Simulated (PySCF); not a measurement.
Electron correlation in C²⁺ (carbon, charge +2)

[He] 2s2, closed-shell 1S. All numbers are calculated (PySCF 2.14, no relativity, point nucleus, in def2-QZVPPD). Frozen: 1s2; 2 electrons correlated.

With two correlated electrons CCSD is exact within the correlated space (frozen core and kept virtual orbitals).

```csv
level,correlation energy (mhartree)
CCSD,-74.16
```

Diagnostics: T1 = 0.0089, D1 = 0.0125, largest double amplitude 0.155.

A double-excitation amplitude exceeds 0.15, a sign of near-degeneracy.

Cost of the coupled-cluster step: of the order of 1.8 core-seconds, for 2 correlated electrons.

Iterations:

```
CC2 = 0
CCSD nocc = 1, nmo = 62
frozen orbitals [0]
max_cycle = 100
direct = 0
conv_tol = 1e-08
conv_tol_normt = 1e-06
diis_space = 8
diis_start_cycle = 0
Init t2, MP2 energy = -36.4533885277109  E_corr(MP2) -0.045015990400166
Init E_corr(CCSD) = -0.0450159904019177
cycle = 1  E_corr(CCSD) = -0.0590261619956038  dE = -0.0140101716  norm(t1,t2) = 0.0636556
cycle = 2  E_corr(CCSD) = -0.0662420055825242  dE = -0.00721584359  norm(t1,t2) = 0.0341711
cycle = 3  E_corr(CCSD) = -0.0742873040561348  dE = -0.00804529847  norm(t1,t2) = 0.0182138
cycle = 4  E_corr(CCSD) = -0.0741242737506532  dE = 0.000163030305  norm(t1,t2) = 0.000288164
cycle = 5  E_corr(CCSD) = -0.0741879818370341  dE = -6.37080864e-05  norm(t1,t2) = 9.94022e-05
cycle = 6  E_corr(CCSD) = -0.0741678690809323  dE = 2.01127561e-05  norm(t1,t2) = 5.26112e-05
cycle = 7  E_corr(CCSD) = -0.0741643532387994  dE = 3.51584213e-06  norm(t1,t2) = 7.98028e-06
cycle = 8  E_corr(CCSD) = -0.0741643679027064  dE = -1.4663907e-08  norm(t1,t2) = 7.02538e-08
cycle = 9  E_corr(CCSD) = -0.0741643592002604  dE = 8.70244608e-09  norm(t1,t2) = 4.03099e-08
CCSD converged
E(CCSD) = -36.48253689651104  E_corr = -0.07416435920026036
```
